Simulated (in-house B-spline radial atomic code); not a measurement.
The numbers below are computed, except where a source is named.
# Correlation energy from the adiabatic connection: −Z exp(−kr)/r, Z = 2.69, k = 0.796

Two electrons in a singlet, external potential −Z exp(−kr)/r, Z = 2.69, k = 0.796 (atomic units). Full CI in B-splines (partial waves to l = 8, correlation up to 0.6 % small) with the density held fixed gives W(λ) = <V_ee>_λ − U, and E_c is the integral of W(λ) − W(0) from 0 to 1.

```csv
λ,W(λ) − W(0) (hartree)
0,0.00000
0.02,-0.00197
0.05,-0.00490
0.12,-0.01162
0.25,-0.02366
0.4,-0.03691
0.6,-0.05355
0.8,-0.06914
1,-0.08376
```

**Question.** Integrate the table by the trapezoid rule.

**Answer.** The strips give -0.00002, -0.00010, -0.00058, -0.00229, -0.00454, -0.00905, -0.01227, -0.01529, which sum to -0.04414 hartree. The direct value, W(1) − W(0) + T_c with T_c = 0.03955, is -0.04421; the curve is convex, so chords lie above it and the trapezoids fall short in size by 0.15 %.

**Question.** Now use only three numbers: W(0) = -1.3145, the initial slope W'(0) = -0.09891 (extrapolated from the first points) and the strong-coupling limit of the point-charge-plus-continuum model, W∞ = -1.8837. What do second-order theory and the interpolation W(λ) = W∞ + (W(0) − W∞)/√(1 + 2χλ) of Seidl, Perdew and Levy give?

**Answer.** Second order keeps the slope alone: E_c = W'(0)/2 = -0.04945, +12 % in size against -0.04421. Matching the slope fixes χ = W'(0)/(W∞ − W(0)) = -0.09891/(-0.56920) = 0.17377. Integrating, with s = √(1 + 2χ) = 1.160836, E_c = −(W(0) − W∞)(s − 1)/(s + 1) = −0.56920 × 0.160836/2.160836 = -0.04237 hartree, -4.2 % in size against the full result. At λ = 1 the formula gives W − W(0) = -0.07886 against -0.08376. Part of the miss can come from the model's W∞.
